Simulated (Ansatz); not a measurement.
Cu4⁻. Total charge -1; doublet. Geometry r2SCAN-D4/def2-SVPD; atoms count from 1.

```csv
atom,x (Å),y (Å),z (Å)
Cu1,0.598,1.541,1.009
Cu2,0.269,-0.600,1.819
Cu3,-0.055,-0.142,-0.412
Cu4,-0.812,-0.799,-2.417
```

Another isomer (doublet) lies 0.28 eV lower at PBE0-D4/def2-TZVPD; other spin states weren't run for this one.

(1) Estimate the Mulliken populations from the PBE0/def2-TZVPD orbitals of Ansatz.

(2) Where does the spin sit?

(3) And the Mayer bond orders between heavy atoms (over 0.3)?

Results:

(1) 
```csv
atom,charge (e),spin (α − β),d electrons
Cu1,-0.12,0.48,9.91
Cu2,-0.13,0.48,9.91
Cu3,-0.99,0.07,9.88
Cu4,0.25,-0.04,9.95
```
Mulliken values depend strongly on the basis. With diffuse functions, as here, like atoms can get unlike values, and bond orders can come out too low or too high.

(2) Summed by element: Cu 1.00, of 1 unpaired in all. Largest on single atoms: Cu2 0.48, Cu1 0.48, Cu3 0.07.

(3) Cu1–Cu2 0.68 (2.31 Å); Cu1–Cu3 0.86 (2.30 Å); Cu2–Cu3 0.86 (2.30 Å); Cu3–Cu4 0.88 (2.24 Å).
